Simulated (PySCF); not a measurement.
# Radial density of Sn⁺ (tin, charge +1)

UHF, [Kr] 4d10 5s2 5p1, 2P determinant. All numbers are calculated (PySCF 2.14, a scalar-relativistic core potential, in def2-TZVP with the def2 core potential (28 electrons)). This is the valence pseudo-density: the core potential removes the inner electrons and smooths the orbitals near the nucleus.

| r (bohr) | 4πr²ρ (e/bohr) | 4πr²(ρα − ρβ) |
| --- | --- | --- |
| 0.00403 | 1.027e-05 | 0.0000 |
| 0.00678 | 2.796e-05 | 0.0000 |
| 0.0114 | 7.135e-05 | 0.0000 |
| 0.0192 | 0.0001564 | 0.0000 |
| 0.0323 | 0.0002743 | 0.0000 |
| 0.0543 | 0.0005147 | 0.0000 |
| 0.0913 | 0.001960 | 0.0000 |
| 0.154 | 0.01959 | 0.0000 |
| 0.258 | 0.3164 | 0.0005 |
| 0.434 | 5.276 | 0.0139 |
| 0.731 | 22.33 | 0.0350 |
| 1.23 | 11.63 | 0.0086 |
| 2.07 | 2.503 | 0.3882 |
| 3.48 | 0.5948 | 0.2761 |
| 5.85 | 0.02767 | 0.0193 |
| 9.84 | 8.898e-05 | 0.0001 |

Energies and moments cover only the electrons outside the core potential.
